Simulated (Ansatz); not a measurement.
Method: r2SCAN-D4/def2-SVP run with Ansatz (an electronic-structure program). No frequencies were computed at this level.

Ansatz 0.2 input:
```yaml
crystal:
  periodic: [false, false, false]
  atoms:
    - { symbol: Cd, position_ang: [0.07482, -0.296508, 0.523421] }
    - { symbol: F, position_ang: [0.256479, -1.154968, -1.184259] }
    - { symbol: O, position_ang: [-0.758974, 1.403718, 0.711703] }
    - { symbol: H, position_ang: [-0.811051, 1.768414, 1.59997] }
basis:
  gaussian: { orbitals: def2-svp }
hamiltonian:
  xc: r2scan
  dispersion: d4
relax:
  max_steps: 150
```

Output:

```
Functional definition: r2SCAN
657 factors; their error is unknown
mean field evaluation 1: about -9329.2169 eV, gradient 7.3e1 eV
mean field evaluation 2: about -9218.8888 eV, gradient 2.0e2 eV
mean field evaluation 4: about -9337.8288 eV, gradient 2.9e1 eV
mean field evaluation 8: about -9339.2872 eV, gradient 4.7e-2 eV
mean field evaluation 16: about -9339.2680 eV, gradient 2.7e-5 eV
mean field -9339.26804954 eV, -343.2117704373 hartree, gradient 2.7e-5 eV, S^2 0.000000; 0 other end points of the search recorded, 0 dependent functions left out
reference -9339.26806292 eV, -343.2117709289 hartree; 19, 19 occupied and 45, 45 virtual orbitals, 657 factors
relax step   1: F+E_penalty+E_count = -9339.27885685 eV  Δ(F+E_penalty+E_count) = +0.000e0 eV  max|allowed force component| = 1.477e0 eV/Å  Δτ_max = 0.0000 Å  (27 SCF iters, accepted)
these checks for a lower state are left out or cut short: starts, cluster_reference, orbital_swaps, neighbouring_geometries, increment
657 factors; their error is unknown
mean field -9339.66077880 eV, -343.2262029713 hartree, gradient 1.1e-5 eV, S^2 0.000000; 0 other end points of the search recorded, 0 dependent functions left out
reference -9339.66079201 eV, -343.2262034568 hartree; 19, 19 occupied and 45, 45 virtual orbitals, 657 factors
relax step   2: F+E_penalty+E_count = -9339.67130906 eV  Δ(F+E_penalty+E_count) = -3.925e-1 eV  max|allowed force component| = 1.117e0 eV/Å  Δτ_max = 0.1960 Å  (36 SCF iters, accepted)
these checks for a lower state are left out or cut short: starts, cluster_reference, orbital_swaps, neighbouring_geometries, increment
657 factors; their error is unknown
mean field evaluation 32: about -9339.8965 eV, gradient 2.0e-5 eV
mean field -9339.89653768 eV, -343.2348669506 hartree, gradient 2.0e-5 eV, S^2 0.000000; 0 other end points of the search recorded, 0 dependent functions left out
reference -9339.89655080 eV, -343.2348674328 hartree; 19, 19 occupied and 45, 45 virtual orbitals, 657 factors
relax step   3: F+E_penalty+E_count = -9339.90690599 eV  Δ(F+E_penalty+E_count) = -2.356e-1 eV  max|allowed force component| = 9.672e-1 eV/Å  Δτ_max = 0.1927 Å  (34 SCF iters, accepted)
these checks for a lower state are left out or cut short: starts, cluster_reference, orbital_swaps, neighbouring_geometries, increment
657 factors; their error is unknown
mean field -9340.05986625 eV, -343.2408691647 hartree, gradient 1.4e-5 eV, S^2 0.000000; 0 other end points of the search recorded, 0 dependent functions left out
reference -9340.05987943 eV, -343.2408696491 hartree; 19, 19 occupied and 45, 45 virtual orbitals, 657 factors
relax step   4: F+E_penalty+E_count = -9340.07025140 eV  Δ(F+E_penalty+E_count) = -1.633e-1 eV  max|allowed force component| = 5.728e-1 eV/Å  Δτ_max = 0.1999 Å  (35 SCF iters, accepted)
these checks for a lower state are left out or cut short: starts, cluster_reference, orbital_swaps, neighbouring_geometries, increment
657 factors; their error is unknown
mean field -9340.07775313 eV, -343.2415264954 hartree, gradient 1.8e-5 eV, S^2 0.000000; 0 other end points of the search recorded, 0 dependent functions left out
reference -9340.07776631 eV, -343.2415269797 hartree; 19, 19 occupied and 45, 45 virtual orbitals, 657 factors
relax step   5: F+E_penalty+E_count = -9340.08812427 eV  Δ(F+E_penalty+E_count) = -1.787e-2 eV  max|allowed force component| = 6.414e-1 eV/Å  Δτ_max = 0.0612 Å  (29 SCF iters, accepted)
these checks for a lower state are left out or cut short: starts, cluster_reference, orbital_swaps, neighbouring_geometries, increment
657 factors; their error is unknown
mean field -9340.10133777 eV, -343.2423932151 hartree, gradient 1.0e-5 eV, S^2 0.000000; 0 other end points of the search recorded, 0 dependent functions left out
reference -9340.10135106 eV, -343.2423937034 hartree; 19, 19 occupied and 45, 45 virtual orbitals, 657 factors
relax step   6: F+E_penalty+E_count = -9340.11172312 eV  Δ(F+E_penalty+E_count) = -2.360e-2 eV  max|allowed force component| = 3.776e-1 eV/Å  Δτ_max = 0.1555 Å  (34 SCF iters, accepted)
these checks for a lower state are left out or cut short: starts, cluster_reference, orbital_swaps, neighbouring_geometries, increment
657 factors; their error is unknown
mean field -9340.10679541 eV, -343.2425937796 hartree, gradient 1.3e-5 eV, S^2 0.000000; 0 other end points of the search recorded, 0 dependent functions left out
reference -9340.10680863 eV, -343.2425942653 hartree; 19, 19 occupied and 45, 45 virtual orbitals, 657 factors
relax step   7: F+E_penalty+E_count = -9340.11717883 eV  Δ(F+E_penalty+E_count) = -5.456e-3 eV  max|allowed force component| = 1.163e-1 eV/Å  Δτ_max = 0.0519 Å  (29 SCF iters, accepted)
these checks for a lower state are left out or cut short: starts, cluster_reference, orbital_swaps, neighbouring_geometries, increment
657 factors; their error is unknown
mean field evaluation 64: about -9340.1229 eV, gradient 6.2e-1 eV
mean field -9340.10746484 eV, -343.2426183807 hartree, gradient 1.1e-5 eV, S^2 0.000000; 0 other end points of the search recorded, 0 dependent functions left out
reference -9340.10747807 eV, -343.2426188670 hartree; 19, 19 occupied and 45, 45 virtual orbitals, 657 factors
relax step   8: F+E_penalty+E_count = -9340.11785811 eV  Δ(F+E_penalty+E_count) = -6.793e-4 eV  max|allowed force component| = 2.189e-2 eV/Å  Δτ_max = 0.0069 Å  (29 SCF iters, accepted)
these checks for a lower state are left out or cut short: starts, cluster_reference, orbital_swaps, neighbouring_geometries, increment
657 factors; their error is unknown
mean field -9340.10746986 eV, -343.2426185651 hartree, gradient 1.6e-5 eV, S^2 0.000000; 0 other end points of the search recorded, 0 dependent functions left out
reference -9340.10748309 eV, -343.2426190513 hartree; 19, 19 occupied and 45, 45 virtual orbitals, 657 factors
relax step   9: F+E_penalty+E_count = -9340.11786276 eV  Δ(F+E_penalty+E_count) = -4.651e-6 eV  max|allowed force component| = 7.283e-3 eV/Å  Δτ_max = 0.0031 Å  (23 SCF iters, accepted)
657 factors; their error is unknown
mean field -9340.10746986 eV, -343.2426185651 hartree, gradient 1.6e-5 eV, S^2 0.000000; 1 other end points of the search recorded, 0 dependent functions left out
reference -9340.10748309 eV, -343.2426190513 hartree; 19, 19 occupied and 45, 45 virtual orbitals, 657 factors
Total energy: -9340.11787599 eV, -343.2430009834 hartree
Atom 0 at    -0.164648     0.017020    -0.015070 Å, force    -0.002465     0.003611    -0.004121 eV/Å
Atom 1 at     0.471124    -1.517576    -0.983206 Å, force     0.000420    -0.000120     0.002395 eV/Å
Atom 2 at    -0.856772     1.629670     0.848233 Å, force     0.004109    -0.005819     0.007283 eV/Å
Atom 3 at    -0.688430     1.591542     1.800878 Å, force    -0.002064     0.002328    -0.005557 eV/Å
Dipole moment:    -0.002667     0.127731     0.402417 e Å
```

Cost: very roughly 30 core-seconds.
